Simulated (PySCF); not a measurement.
Gas-phase reaction: Sb₂ + 3 C₄H₁₀ (isobutane) → 2 Sb(CH₃)₃ + 2 C₃H₆ (propylene). Level: PBE0/def2-TZVP; standard pressure 1 bar.

Energies from PySCF, thermal terms from the rigid-rotor harmonic-oscillator model, ideal gas at 1 bar. All species are closed-shell singlets. Sb: scalar-relativistic def2 core potential, no spin-orbit coupling. The harmonic model lacks anharmonicity and excited electronic states, which grow with temperature; levels with a mode under 35 cm⁻¹ are left out. Internal rotation in C₄H₁₀ (isobutane), C₃H₆ (propylene) is treated as a harmonic vibration of one conformer, which makes the entropy rough. Soft modes under 120 cm⁻¹ make the harmonic entropy rough for Sb(CH₃)₃.

| T (K) | 1000/T (1/K) | log10 K |
|---|---|---|
| 600 | 1.6667 | -15.23 |
| 800 | 1.2500 | -9.53 |
| 1000 | 1.0000 | -6.07 |
| 1200 | 0.8333 | ? |
| 1400 | 0.7143 | -2.05 |
| 1600 | 0.6250 | -0.79 |

Question: Fit log10 K = a + b·(1000/T) to the five rows, get the mean ΔH° and ΔS°, and predict log10 K at 1200 K.

Answer: Means: 1000/T = 1.0512, log10 K = -6.734. Sums of products about the means: Sxy = -9.93050, Sxx = 0.716131, so b = Sxy/Sxx = -13.87 and a = -6.734 − (-13.87)×1.0512 = 7.85.
ΔH° = −R ln 10 × 1000 K × b = −19.145 × (-13.87) = 266 kJ; ΔS° = R ln 10 × a = 150 J/K. The run's own values go from 259 kJ and 140 J/K at 600 K to 271 kJ and 154 J/K at 1600 K.
Prediction at 1200 K: 7.85 + (-13.87)×0.8333 = -3.71. The computed value is -3.73, 0.02 from the line.
For scale, ΔH°(298 K) is 246 kJ at this level, 205 kJ at ωB97M-V/def2-TZVP†, and runs from 197 to 440 kJ over the 15 levels computed († marks an energy on the PBE0/def2-TZVP geometry).
